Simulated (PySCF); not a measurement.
C₂H₆Cd (SMILES [CH3][Cd][CH3]), singlet, at a GFN2-xTB geometry (such geometries of metal compounds can be far from the true shape) (core potentials on Cd). Base run: PBE/def2-SV(P) run with PySCF.

Input for PySCF:
```python
from pyscf import gto, scf, dft

mol = gto.M(
    atom='''
Cd   -0.008357    0.006779   -0.009003
C     1.729108    0.261992   -1.355271
H     2.438735   -0.556412   -1.227355
H     2.252224    1.195480   -1.145456
H     1.421098    0.278221   -2.400936
C    -1.688920   -0.294590    1.398563
H    -2.217754   -1.223441    1.182589
H    -2.408162    0.522432    1.337625
H    -1.326123   -0.346079    2.425912
''',
    basis='def2-sv(p)',
    ecp={'Cd': 'def2-sv(p)'},
    charge=0,
    spin=0,
    verbose=4,
)

mf = dft.RKS(mol)
mf.xc = 'pbe'
mf.kernel()
```

The base run was repeated with changes; each row names its change, and settings that it needs were set with it.

```tsv
change	E (Eh)	HOMO (eV)	HOMO-LUMO gap (eV)	dipole (D)
base	-247.32950	-5.63	4.87	0.05
functional = blyp	-247.34699	-5.43	4.69	0.05
functional = tpssh	-247.39612	-6.07	5.73	0.06
functional = m06l	-247.54946	-5.71	5.42	0.07
functional = x3lyp	-247.40145	-6.49	6.15	0.06
functional = wb97x	-247.45109	-8.94	10.53	0.08
functional = r2scan	-247.44654	-5.82	5.40	0.06
functional = camb3lyp	-247.36139	-7.95	8.55	0.07
functional = hse06	-247.34325	-6.31	5.85	0.07
functional = pw91,pw91	-247.48118	-5.68	4.80	0.05
functional = bhandhlyp	-247.29723	-7.64	8.07	0.08
functional = lc_wpbe	-247.42141	-9.33	11.03	0.08
functional = mn12l	-245.81761	-6.04	5.12	0.06
```

Totals shift with the method and basis; they matter in differences.
